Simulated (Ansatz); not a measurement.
```yaml
crystal:
  periodic: [false, false, false]
  atoms:
    - {symbol: Si, position_ang: [-1.811537, -2.784059, 2.846473]}
    - {symbol: Si, position_ang: [1.256652, -2.909079, -0.252814]}
    - {symbol: Si, position_ang: [-1.646237, 2.619711, -2.774118]}
    - {symbol: Si, position_ang: [1.084178, -0.128523, -2.812706]}
    - {symbol: Si, position_ang: [-1.628134, -0.202568, -0.057460]}
    - {symbol: Si, position_ang: [1.035483, -0.175260, 2.622698]}
    - {symbol: Si, position_ang: [1.117354, 2.596054, -0.062840]}
    - {symbol: Si, position_ang: [3.731015, -0.094970, -0.017236]}
    - {symbol: Si, position_ang: [-3.024643, -1.536739, 1.273695]}
    - {symbol: Si, position_ang: [-2.977176, 1.176138, -1.444750]}
    - {symbol: Si, position_ang: [-0.233970, -1.538333, -1.510959]}
    - {symbol: Si, position_ang: [-0.260154, -1.485084, 4.034733]}
    - {symbol: Si, position_ang: [2.428197, -1.537900, 1.244602]}
    - {symbol: Si, position_ang: [-0.298855, 1.217209, -4.160606]}
    - {symbol: Si, position_ang: [-0.333313, 3.950632, -1.416192]}
    - {symbol: Si, position_ang: [2.473754, 1.303501, -1.398252]}
    - {symbol: Si, position_ang: [-0.230495, 1.163071, 1.266939]}
    - {symbol: O, position_ang: [-0.334370, 1.298719, -5.683945]}
    - {symbol: H, position_ang: [-2.796950, -3.359629, 3.866712]}
    - {symbol: H, position_ang: [-1.159596, -3.883885, 2.199002]}
    - {symbol: H, position_ang: [2.240793, -3.516038, -1.239491]}
    - {symbol: H, position_ang: [0.552305, -3.977255, 0.457491]}
    - {symbol: H, position_ang: [-2.557305, 3.480626, -3.698638]}
    - {symbol: H, position_ang: [1.970073, -0.974930, -3.726549]}
    - {symbol: H, position_ang: [2.015908, 0.647854, 3.411494]}
    - {symbol: H, position_ang: [1.960156, 3.403845, 0.778411]}
    - {symbol: H, position_ang: [4.770245, -0.926666, -0.906329]}
    - {symbol: H, position_ang: [4.646908, 0.727486, 0.845857]}
    - {symbol: H, position_ang: [-3.887952, -2.422811, 0.360558]}
    - {symbol: H, position_ang: [-3.924723, -0.471494, 2.036582]}
    - {symbol: H, position_ang: [-3.874346, 0.304501, -2.285776]}
    - {symbol: H, position_ang: [-3.905754, 1.949967, -0.551410]}
    - {symbol: H, position_ang: [-1.078826, -2.360462, -2.354984]}
    - {symbol: H, position_ang: [0.586333, -2.357310, 4.898021]}
    - {symbol: H, position_ang: [-1.042038, -0.499882, 4.942860]}
    - {symbol: H, position_ang: [3.328991, -2.386467, 2.043192]}
    - {symbol: H, position_ang: [0.544903, 4.886274, -2.263018]}
    - {symbol: H, position_ang: [-1.141499, 4.790453, -0.552070]}
    - {symbol: H, position_ang: [3.250798, 2.083142, -2.333060]}
    - {symbol: H, position_ang: [-1.132540, 1.992511, 2.141221]}
basis:
  gaussian: {orbitals: def2-SVP, fitting: {mean_field: def2-universal-jkfit}}
magnetization: {spin_polarized: true, initial_magnetization: 0}
hamiltonian: {xc: {name: B3LYP}, dispersion: d3bjatm}
scf: {lower_state_search: light}
output: {forces: true}
```

```sh
$ ansatz run in.yaml --threads 2 --pin off --events-out ev --progress --plain --max-ram 32768MiB --backend cuda --devices 0, --max-vram 18GiB
```

Shortened log:

```
Functional definition: B3LYP
2649 factors; integrals over basis functions are off by at most 3.6e-1 eV
mean field evaluation 1: about -136282.5401 eV, gradient 4.8e1 eV
mean field evaluation 2: about -136089.7333 eV, gradient 1.4e2 eV
mean field evaluation 4: about -136291.0289 eV, gradient 1.5e1 eV
mean field evaluation 8: about -136292.7819 eV, gradient 3.3e-1 eV
mean field evaluation 16: about -136292.7777 eV, gradient 2.5e-4 eV
mean field -136292.77769886 eV, -5008.6671978703 hartree, gradient 2.3e-5 eV, S^2 0.000000; 0 other end points of the search recorded, 0 dependent functions left out
reference -136292.77826564 eV, -5008.6672186992 hartree; 134, 134 occupied and 296, 296 virtual orbitals, 2649 factors
Total energy: -136297.77020266 eV, -5008.8506690010 hartree
Atom 0 at    -1.811537    -2.784059     2.846473 Å, force    -1.007782     0.516780     0.979488 eV/Å
Atom 1 at     1.256652    -2.909079    -0.252814 Å, force     0.268473     0.474199    -0.731559 eV/Å
Atom 2 at    -1.646237     2.619711    -2.774118 Å, force    -0.912448     0.020790    -0.922394 eV/Å
Atom 3 at     1.084178    -0.128523    -2.812706 Å, force     0.841530     0.011005    -0.187894 eV/Å
Atom 4 at    -1.628134    -0.202568    -0.057460 Å, force     0.414803    -0.105478    -0.669758 eV/Å
Atom 5 at     1.035483    -0.175260     2.622698 Å, force     0.985664    -0.504718     0.040651 eV/Å
Atom 6 at     1.117354     2.596054    -0.062840 Å, force    -1.351919    -0.287444    -0.619890 eV/Å
Atom 7 at     3.731015    -0.094970    -0.017236 Å, force     1.737158    -0.561216    -0.912121 eV/Å
Atom 8 at    -3.024643    -1.536739     1.273695 Å, force    -0.926627     0.744270     0.167892 eV/Å
Atom 9 at    -2.977176     1.176138    -1.444750 Å, force    -0.187486    -0.151646     0.225842 eV/Å
Atom 10 at    -0.233970    -1.538333    -1.510959 Å, force     0.183866     0.454109     1.234768 eV/Å
Atom 11 at    -0.260154    -1.485084     4.034733 Å, force    -0.611319     0.641998     0.599390 eV/Å
Atom 12 at     2.428197    -1.537900     1.244602 Å, force    -0.570199     0.229723     0.006830 eV/Å
Atom 13 at    -0.298855     1.217209    -4.160606 Å, force    -0.041359     0.313468     1.314013 eV/Å
Atom 14 at    -0.333313     3.950632    -1.416192 Å, force     1.459448     0.059637    -0.256370 eV/Å
Atom 15 at     2.473754     1.303501    -1.398252 Å, force    -0.921130    -1.237714    -0.212426 eV/Å
Atom 16 at    -0.230495     1.163071     1.266939 Å, force    -0.487994     0.446834    -0.314552 eV/Å
Atom 17 at    -0.334370     1.298719    -5.683945 Å, force    -0.002035    -0.054626    -1.046278 eV/Å
Atom 18 at    -2.796950    -3.359629     3.866712 Å, force     0.344766     0.176364    -0.370292 eV/Å
Atom 19 at    -1.159596    -3.883885     2.199002 Å, force     0.570131    -0.871069    -0.554822 eV/Å
Atom 20 at     2.240793    -3.516038    -1.239491 Å, force    -0.245676     0.111389     0.309933 eV/Å
Atom 21 at     0.552305    -3.977255     0.457491 Å, force    -0.270901    -0.401802     0.221281 eV/Å
Atom 22 at    -2.557305     3.480626    -3.698638 Å, force     0.545320    -0.480662     0.579285 eV/Å
Atom 23 at     1.970073    -0.974930    -3.726549 Å, force    -0.243851     0.299768     0.348585 eV/Å
Atom 24 at     2.015908     0.647854     3.411494 Å, force    -0.133722    -0.005001     0.003743 eV/Å
Atom 25 at     1.960156     3.403845     0.778411 Å, force     0.574660     0.665600     0.685983 eV/Å
Atom 26 at     4.770245    -0.926666    -0.906329 Å, force    -1.021614     0.624201     0.670195 eV/Å
Atom 27 at     4.646908     0.727486     0.845857 Å, force    -0.233550     0.028924     0.056332 eV/Å
Atom 28 at    -3.887952    -2.422811     0.360558 Å, force     0.331876     0.403092     0.479311 eV/Å
Atom 29 at    -3.924723    -0.471494     2.036582 Å, force     0.620390    -0.996053    -0.587301 eV/Å
Atom 30 at    -3.874346     0.304501    -2.285776 Å, force     0.238278     0.103994     0.001271 eV/Å
Atom 31 at    -3.905754     1.949967    -0.551410 Å, force     0.143680     0.050145    -0.070145 eV/Å
Atom 32 at    -1.078826    -2.360462    -2.354984 Å, force    -0.520347    -0.463236    -0.532009 eV/Å
Atom 33 at     0.586333    -2.357310     4.898021 Å, force     0.038928    -0.029351     0.019005 eV/Å
Atom 34 at    -1.042038    -0.499882     4.942860 Å, force     0.373689    -0.600943    -0.449299 eV/Å
Atom 35 at     3.328991    -2.386467     2.043192 Å, force     0.238421    -0.187966     0.314793 eV/Å
Atom 36 at     0.544903     4.886274    -2.263018 Å, force    -0.386526    -0.440228     0.297921 eV/Å
Atom 37 at    -1.141499     4.790453    -0.552070 Å, force    -0.534030     0.435320     0.482158 eV/Å
Atom 38 at     3.250798     2.083142    -2.333060 Å, force     0.615584     0.575104    -0.499096 eV/Å
Atom 39 at    -1.132540     1.992511     2.141221 Å, force     0.083851    -0.007561    -0.102461 eV/Å
Dipole moment:     0.026180    -0.128457     0.989077 e Å
```

It took 24 s on 2 threads of AMD EPYC 7R13 on a shared host and a share (18 GiB) of an NVIDIA H100 80GB HBM3, peak host memory 1.8 GiB.

B3LYP takes the VWN-RPA correlation.
